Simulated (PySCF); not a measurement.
Atom-mapped SMILES (the numbers label the heavy atoms): `[CH:1]#[C:2][SiH2:3][C:4]([SiH3:5])([SiH3:6])[CH:7]=[O:8]`; H(Xn) means a hydrogen on atom n.

Theoretical values (PySCF 2.14): PBE0/pcSseg-1 with gauge-including orbitals, geometry: GFN2-xTB. A single conformation, no relativistic terms, no solvent, equivalent nuclei averaged.

δ = σ(ref) − σ, references computed at the same level: ¹³C (σref 186.93), ¹H (σref 31.72), ²⁹Si (σref 349.16) vs TMS; ¹⁷O (σref 336.08) vs H2O.

```tsv
atoms	nucleus	count	Hirshfeld charge	δ (ppm)
C2	¹³C	1	-0.16	?
H(Si5)/H(Si6)	¹H	6	-0.07	4.19
C4	¹³C	1	-0.23	29.7
C7	¹³C	1	0.11	209.3
H(C1)	¹H	1	0.10	1.99
C1	¹³C	1	-0.09	?
Si3	²⁹Si	1	0.33	-72.9
H(C7)	¹H	1	0.05	9.67
O8	¹⁷O	1	-0.20	662.1
H(Si3)	¹H	2	-0.06	?
Si5/Si6	²⁹Si	2	0.31	-70.7
```

Question: Fill in the missing shifts.

Answer: 
- C1: 105.8 ppm, terminal alkyne carbon
- C2: 88.5 ppm, alkyne carbon; the triple bond shields along its axis, which puts it between sp3 and sp2 carbons
- H(Si3): 4.72 ppm, hydrogen on a silicon bonded to 2 C

Shifts are as computed. Against solution values, carbons near 30 ppm lie about +3 ppm off and those near 130 ppm about +5 ppm. Of 1211 compounds with measured shifts, 218 miss one by over three times the rms of a fit or turn the order of signals round; such compounds aren't used in these exercises. Unscaled 17O shifts of doubly bonded oxygen tend to come out too high, by tens of ppm or more. Experimental scales use liquid or dissolved standards, which lie at an offset from isolated H2O (liquid H2O: subtract about 36 ppm).
